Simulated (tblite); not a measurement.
C₅H₆Cl₂O.
Numbering: `[CH3:1][CH2:2]/[C:3](=[CH:4]/[Cl:5])[C:6](=[O:7])[Cl:8]` (hydrogens: H9, H10, H11 on C1; H12, H13 on C2; H14 on C4)

The geometry is computed with GFN2-xTB (gas phase).

Task: Give the optimised bond lengths and angles.

Result: 
| bond | length (bohr) | order |
| --- | --- | --- |
| C1–C2 | 2.877 | single |
| C2–C3 | 2.846 | single |
| C3=C4 | 2.541 | double |
| C4–Cl5 | 3.208 | single |
| C3–C6 | 2.768 | single |
| C6=O7 | 2.247 | double |
| C6–Cl8 | 3.366 | single |
| C1–H9, C1–H10, C1–H11 | 2.054 | single |
| C2–H12, C2–H13 | 2.065 | single |
| C4–H14 | 2.038 | single |

Bonds in one row agree within 0.02 bohr and their mean is given. Orders are formal, as drawn. A selection of angles:
| angle | degrees |
| --- | --- |
| C2–C1–H9 | 111.2 |
| C2–C1–H10 | 109.0 |
| H9–C1–H10 | 108.1 |
| H9–C1–H11 | 109.2 |
| C1–C2–C3 | 115.5 |
| C1–C2–H12 | 109.0 |
| C3–C2–H12 | 108.0 |
| H12–C2–H13 | 106.8 |
| C2–C3–C4 | 122.0 |
| C2–C3–C6 | 118.6 |
| C4–C3–C6 | 119.4 |
| C3–C4–Cl5 | 125.9 |
| C3–C4–H14 | 121.1 |
| Cl5–C4–H14 | 113.0 |
| C3–C6–O7 | 128.4 |
| C3–C6–Cl8 | 113.7 |
| O7–C6–Cl8 | 117.9 |

Dihedral angles: C1–C2–C3–C4 -1° (synperiplanar); C2–C3–C4–Cl5 180° (antiperiplanar); C2–C3–C6–O7 178° (antiperiplanar). The mirror-image conformer, all signs reversed, is as good.

The 8 heavy atoms lie in one plane (0.020 Å rms). Of the pairs four or more bonds apart, Cl5···O7 is among the closest relative to their van der Waals radii: 2.80 Å, 86 % of the sum of Bondi's values. The 4 C–C bonds span 1.344 Å (C3=C4, drawn double) to 1.522 Å (C1–C2, drawn single), a spread of 0.178 Å. The C–Cl distances run from 1.697 Å (C4–Cl5, drawn single) to 1.781 Å (C6–Cl8, drawn single), a spread of 0.084 Å.

Point group: near Cs, missed by 0.09 Å at most; the miss may be what the optimiser left on a soft mode. Its GFN2-xTB frequencies are all real (lowest 22 cm⁻¹). The numbers are those of one conformer.

On one thread of an Intel Xeon 6975P-C (shared host), this took 0.28 s. That covers the optimisation of the geometry.
